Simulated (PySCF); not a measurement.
Static response to an electric field

CH6OSi2.
Numbering: `[O:1]=[CH:2][SiH2:3][SiH3:4]` (hydrogens: H5 on C2; H6, H7 on Si3; H8, H9, H10 on Si4)

Geometry (GFN2-xTB, Å), atoms numbered from 1 in this order:
```xyz
10
CH6OSi2 angstrom
O      1.4722   -1.7293   -0.2451
C      1.7321   -0.5541   -0.3203
Si     0.4285    0.8159    0.0128
Si    -1.6258   -0.2198    0.2160
H      2.7678   -0.2497   -0.5862
H      0.6195    1.7667   -1.0915
H      0.9543    1.5040    1.2004
H     -1.7735   -1.3501   -0.7006
H     -1.8594   -0.7052    1.5789
H     -2.7067    0.7262   -0.0870
```

Level: CAM-B3LYP/def2-SVPD (PySCF), static field, nuclei fixed, core orbitals frozen in the response. The polarisability tensor in these axes (au):

```
x   83.05  2.46 -3.81
y    2.46 74.41  0.20
z   -3.81  0.20 59.90
```

Problem. Diagonalise the tensor; give its mean and Δα, where Δα² is half the sum of the squared differences of the eigenvalues.

Solution. Principal values 59.26, 73.85 and 84.25 au; mean 72.45 au = 10.74 Å³ = 11.95 × 10⁻⁴⁰ C²·m²/J; Δα = 21.74 au (30 % of the mean).

Problem. What is the dipole moment, and where does it point?

Solution. (-0.07, 2.22, -0.05) D, 2.22 D in size, pointing from the negative to the positive side. Measured along this direction, the outermost atoms are O1 at the negative end and H6 at the positive end.

Problem. Sum over states: ᾱ = Σ f/ω², ω in Eh. What share falls to these 8 lowest TDDFT singlets (eV, f)? 3.29, 0.0003; 6.07, 0.0486; 6.42, 0.0006; 6.69, 0.0076; 6.75, 0.0030; 7.25, 0.0511; 7.45, 0.0481; 7.63, 0.0570.

Solution. They add up to 3.27 au, 4.5 % of the 72.45 au; the largest single term is 0.98 au, from the state at 6.07 eV. Terms in order: 0.02, 0.98, 0.01, 0.13, 0.05, 0.72, 0.64, 0.72 au. Higher excitations give the rest. The strengths listed sum to 0.216.

Problem. Orientational against electronic polarisability at 350 K (dilute gas, rigid molecules)?

Solution. In Gaussian units μ²/3kT = 33.90 Å³ against 10.74 Å³, a ratio of 3.16; the Debye molar polarisation (4π/3)N_A(α + μ²/3kT) is 112.6 cm³/mol, leaving out the vibrational part.

Problem. What molar refraction does this α imply?

Solution. Lorentz–Lorenz: R = (4π/3)N_A α = 2.5225 cm³/(mol·Å³) × 10.74 Å³ = 27.1 cm³/mol, in the limit of long wavelengths.

Problem. Give the principal axes and the span of the nuclei along them.

Solution. Largest value along (0.96, 0.24, -0.15), where the nuclei span 5.10 Å; middle along (-0.23, 0.97, 0.08), 3.52 Å; least along (0.16, -0.04, 0.99), 2.33 Å. The response follows the extents in order.

One conformer (not necessarily the lowest) at the GFN2-xTB geometry, without solvent, vibrations or thermal averaging.
